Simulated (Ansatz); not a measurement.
Reaction (redistribution): `C[S][SnH2][Cl]` + `[CH3][Mo]([NH2])(=[O])=[O]` → `C[S][SnH2][CH3]` + `[NH2][Mo](=[O])(=[O])[Cl]`

Program: Ansatz. Geometries: PBE0-D4/def2-TZVP. ΔE: electronic, gas phase. CBS: MP2 limit from def2 TZ/QZ plus the TZ coupled-cluster correction, frozen cores. DFT in def2-TZVPP. HSE06 is defined as in plane-wave codes. Elements past krypton have def2 core potentials. For Mo, Sn outer-core shells are correlated without core-valence functions, which leaves a few kJ/mol of doubt a bond. One conformer a species, not always the lowest.

`C[S][SnH2][Cl]`:

Z-matrix (Å, degrees):
```
C
S 1 1.818
H 1 1.089 2 111.0
H 1 1.090 2 111.6 3 123.4
H 1 1.090 2 106.2 3 -118.3
Sn 2 2.374 1 99.3 3 -60.2
Cl 6 2.340 2 107.1 1 59.3
H 6 1.698 2 109.8 1 176.1
H 6 1.704 2 111.6 1 -54.0
```

`[CH3][Mo]([NH2])(=[O])=[O]`:

Cartesian coordinates in Å:
```
C 1.205 0.084 -0.980
Mo -0.719 -0.277 -0.198
N -0.696 0.265 1.646
O -1.772 0.653 -1.121
O -0.984 -1.928 -0.373
H 1.944 -0.498 -0.425
H 1.441 1.148 -0.904
H 1.229 -0.214 -2.031
H -0.590 -0.383 2.415
H -1.059 1.151 1.970
```

`C[S][SnH2][CH3]`:

Z-matrix (Å, degrees):
```
C
S 1 1.817
H 1 1.090 2 111.7
H 1 1.091 2 111.5 3 123.3
H 1 1.090 2 106.7 3 -118.3
Sn 2 2.401 1 99.5 3 -63.8
C 6 2.139 2 109.4 1 63.9
H 6 1.714 2 107.9 1 -55.9
H 6 1.707 2 105.9 1 -175.1
H 7 1.090 6 109.5 2 58.0
H 7 1.091 6 110.0 2 178.2
H 7 1.090 6 109.9 2 -61.9
```

`[NH2][Mo](=[O])(=[O])[Cl]`:

```xyz
7

N     0.552   -1.010    0.329
Mo   -0.398    0.572   -0.176
O    -1.502    0.168   -1.367
O    -1.182    1.172    1.176
Cl    1.047    2.125   -0.971
H     0.644   -1.819   -0.268
H     0.839   -1.208    1.277
```

(1) Is it downhill or uphill in electronic energy at CCSD(T)/CBS, and by how much? (Estimate.)

(2) What do these levels give: B97M-V, r2SCAN0-D4, HSE06-D4, B2PLYP, r2SCAN0, HSE06, LC-ωPBE, HF/def2-SVP, SCS-MP2/def2-TZVPP, CCSD(T)/def2-TZVPP, MP2/def2-QZVPP, CCSD/CBS(def2)? (Best estimate.)

Largest T1 diagnostic among the species: 0.025, so the coupled-cluster value is less sure than usual.

## Answers

(1) Computed: Downhill: ΔE = -24.0 kJ/mol.

(2) Ansatz gave: B97M-V -24.4, r2SCAN0-D4 -22.3, HSE06-D4 -23.4, B2PLYP -30.9, r2SCAN0 -22.3, HSE06 -23.4, LC-ωPBE -22.9, HF/def2-SVP -3.4, SCS-MP2/def2-TZVPP -39.8, CCSD(T)/def2-TZVPP -27.5, MP2/def2-QZVPP -45.2, CCSD/CBS(def2) -18.0 kJ/mol.

From PBE to PBE0 (25 % exact exchange), in def2-TZVPP and without D4, ΔE moves by +3.5 kJ/mol. Leaving LDA and LC-ωPBE aside and taking each functional with its dispersion term where it has one, the values, not all of them listed here, spread over 14.6 kJ/mol, from PBE-QIDH to BHLYP-D4. In def2-TZVPP, CCSD(T) changes the Hartree–Fock value by −21.2 kJ/mol (the triples alone add −6.0 kJ/mol) and MP2 by −40.8 kJ/mol.
